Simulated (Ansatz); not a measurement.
`C[SiH](F)[GeH3]` + HBr → `[GeH3][Br]` + `C[SiH2]F` at 600 K and 1 bar (cleavage of the Ge–Si bond).

Program: Ansatz. Geometries: PBE0-D4/def2-TZVP. ΔE: electronic, gas phase. CBS: MP2 limit from def2 TZ/QZ plus the TZ coupled-cluster correction, frozen cores. For Br, Ge outer-core shells are correlated without core-valence functions, which leaves a few kJ/mol of doubt a bond. Scalar relativity is left out up to krypton.

```csv
species,CCSD(T)/CBS energy (Eh),H − E (kJ/mol),S (J/(mol·K))
`C[SiH](F)[GeH3]`,-2507.31933,254.7,462.4
HBr,-2573.91920,33.5,219.1
`[GeH3][Br]`,-4651.26096,96.2,322.2
`C[SiH2]F`,-430.00374,191.4,351.0
```

H − E and S are ideal-gas, rigid-rotor, harmonic terms from PBE0-D4/def2-TZVP, for one conformer and one mirror image of each species. 1 Eh = 2625.50 kJ/mol, R = 8.31446 J/(mol·K).

Task: By hand: ΔE, ΔH, ΔS and ΔG.

Result: ΔE = (-4651.26096) + (-430.00374) − (-2507.31933) − (-2573.91920) = -0.02617 Eh = -68.7 kJ/mol. Δ(H − E) = 96.2 + 191.4 − 254.7 − 33.5 = -0.6, so ΔH = -69.3 kJ/mol. ΔS = 322.2 + 351.0 − 462.4 − 219.1 = -8.3 J/(mol·K). ΔG = -69.3 − 600 × (-8.3)/1000 = -64.3 kJ/mol.

Task: By hand: the equilibrium constant, and the temperature at which ΔG would vanish if ΔH and ΔS stayed fixed.

Result: log₁₀ K = −ΔG/(RT ln 10) = 5.6. ΔG = 0 at ΔH/ΔS = 8349 K, far beyond where these terms or the molecules hold.

The number of gas molecules stays the same, so ΔS is small and ΔH decides. A doubt of 5 kJ/mol in ΔE shifts log₁₀ K by 0.4 here. Other conformers and mirror images would add mixing entropy, several J/(mol·K) or more a flexible species. These are equilibria of isolated gas molecules and say nothing of rates. Largest T1 diagnostic: 0.012 (customary marks: 0.02 for closed shells, 0.045 for open ones).
